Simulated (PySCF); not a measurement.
A structure optimised at r2SCAN-D4/def2-SVP, used in a PySCF frequency run:

```
Si
O 1 1.6818
H 2 0.9637 1 116.16
C 1 1.8673 2 104.67 3 -180.00
H 4 1.1020 1 110.87 2 59.73
H 4 1.1020 5 107.61 1 121.40
H 4 1.1022 5 107.89 6 116.17
C 1 1.8792 2 110.44 3 -60.62
H 8 1.1024 1 111.09 2 -57.56
H 8 1.1031 9 107.69 1 122.00
H 8 1.1032 9 107.61 10 115.21
C 1 1.8792 2 110.44 3 60.62
H 12 1.1024 1 111.09 2 57.56
H 12 1.1031 13 107.69 1 -122.00
H 12 1.1032 13 107.61 14 -115.21
```

Write its SMILES, formula and point group.

C[Si](C)(C)O, C3H10OSi, Cs

What are its rotational constants (standard atomic weights)?

3.3387, 3.2912, 3.1090 GHz
